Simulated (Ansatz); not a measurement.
Cl⁻ beside H2: one fragment in the basis of the whole pair (the partner's atoms are ghosts).

Input (in.yaml):

```yaml
crystal:
  periodic: [false, false, false]
  atoms:
    - {symbol: Cl, position_ang: [-0.083507, 0.032912, -1.972216]}
basis:
  gaussian:
    orbitals: "def2-TZVPPD.json"
    ghost_atoms:
      - {symbol: H, position_ang: [0.057885, -0.022836, 1.365920]}
      - {symbol: H, position_ang: [0.025522, -0.010076, 0.606296]}
total_charge: -1
hamiltonian: {xc: {name: revPBE}}
```

The basis file named in the input lies beside it (Basis Set Exchange, JSON).

Launched with

```bash
ansatz run in.yaml --threads 2 --pin off --events-out ev --progress --plain --max-ram 5222MiB
```

Output of Ansatz 0.2.0:

```
Functional definition: revPBE
  name "revPBE"
  cite "Zhang & Yang, Phys. Rev. Lett. 80, 890 (1998) doi:10.1103/PhysRevLett.80.890"
  cite "Perdew, Burke & Ernzerhof, Phys. Rev. Lett. 77, 3865 (1996) doi:10.1103/PhysRevLett.77.3865"
  parameter kappa = 1.245
  parameter beta = 0.06672455060314922
  exchange = pbe_x(kappa = kappa, mu = beta*pi^2/3)
  correlation = pbe_c(beta = beta)
428 factors; their error is unknown
mean field evaluation 1: about -12512.6663 eV, gradient 5.7e1 eV
mean field evaluation 2: about -12510.2104 eV, gradient 7.8e1 eV
mean field evaluation 4: about -12522.6460 eV, gradient 2.5e0 eV
mean field evaluation 8: about -12522.6590 eV, gradient 6.7e-3 eV
mean field -12522.65900874 eV, -460.1992304080 hartree, gradient 1.1e-5 eV, S^2 0.000000; 0 other end points of the search recorded, 0 dependent functions left out
reference -12522.65905851 eV, -460.1992322369 hartree; 9, 9 occupied and 76, 76 virtual orbitals, 428 factors
Total energy: -12522.65905851 eV, -460.1992322369 hartree
```

The lines “mean field evaluation” count trial sets of orbitals through the whole run, from several starts and some on an approximate energy, so they need not fall steadily or lie above the final value.

Hardware: 2 CPU threads, shared host. Wall time about 0.35 s.
